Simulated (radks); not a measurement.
Initial-state core-level shifts of the bromine ion Br2+ when its valence configuration changes from [Ar] 3d10 4s2 4p3. Method: Dirac Kohn-Sham, PBE, spin-unpolarised, spherical densities, point nucleus; open shells fill j = l - 1/2 first; computed with a radial shooting solver on a logarithmic mesh with Libxc functionals. Shifts are changes of the shell-averaged eigenvalues in eV (positive: less bound).

valence                1s       2s       3s       3p
3d9 4s2 4p4       -16.114  -17.816  -13.702  -13.475
3d10 4s1 4p4       -1.667   -1.618   -1.636   -1.626
3d9.5 4s2 4p3.5    -7.956   -8.787   -6.819   -6.703
3d8.5 4s2 4p4.5   -24.472  -27.082  -20.645  -20.312
3d8 4s2 4p5       -33.029  -36.581  -27.644  -27.210
3d10 4s1.5 4p3.5   -0.840   -0.815   -0.823   -0.819
